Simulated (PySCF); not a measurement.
Molecule: `InChI=1S/C4H5BS/c5-4-1-2-6-3-4/h1-3H,5H2`.

Geometry (Å), atoms numbered from 1 in this order:
```xyz
11

B     1.926   -0.107    0.134
C     0.414    0.081   -0.031
C    -0.598   -0.821    0.430
C    -1.857   -0.415    0.154
S    -1.877    1.094   -0.685
C    -0.170    1.159   -0.653
H     2.341   -1.056    0.676
H     2.660    0.703   -0.283
H    -0.373   -1.736    0.947
H    -2.787   -0.897    0.385
H     0.327    1.998   -1.100
```

Frames of a GFN2-xTB Langevin trajectory at 300 K; GIAO PBE0/pcSseg-1 shieldings in PySCF 2.14, gas phase, non-relativistic; equivalent atoms averaged within each frame.

Scale: BF3·OEt2 for 11B (σref 100.07); TMS for 13C (σref 186.93) and 1H (σref 31.72); 33S (σref 503.73) vs CS2 (reference shieldings calculated alike). The references are static minima.

Task: How do the shifts (ppm) fluctuate along the trajectory?

Result: 
```tsv
time (fs)	B1	C2	C6	C3	C4	S5	H11	H9	H7/H8	H10
optimised geometry	65.5	153.1	160.2	142.8	133.3	261	8.23	7.82	7.13	7.24
250	65.8	161.1	159.7	145.5	131.2	307	8.39	7.92	7.18	6.76
425	66.0	149.1	152.1	145.1	130.1	283	7.91	7.63	7.12	7.91
625	67.3	159.2	163.3	142.5	144.7	301	8.58	8.63	7.58	7.78
800	65.5	145.2	163.0	148.4	149.6	342	9.08	7.05	7.17	8.32
1000	69.3	161.1	155.3	140.5	140.6	276	8.44	8.14	7.17	7.70
mean of frames	66.8	155.1	158.7	144.4	139.3	302	8.48	7.87	7.24	7.69
standard deviation	1.5	7.5	4.9	3.0	8.5	26	0.42	0.59	0.19	0.58
```

5 frames give an uncertainty of the mean of about the standard deviation over 2.2 at best, since frames this close in time may not be independent; classical motion lacks zero-point vibration, and the reference would need the same averaging.
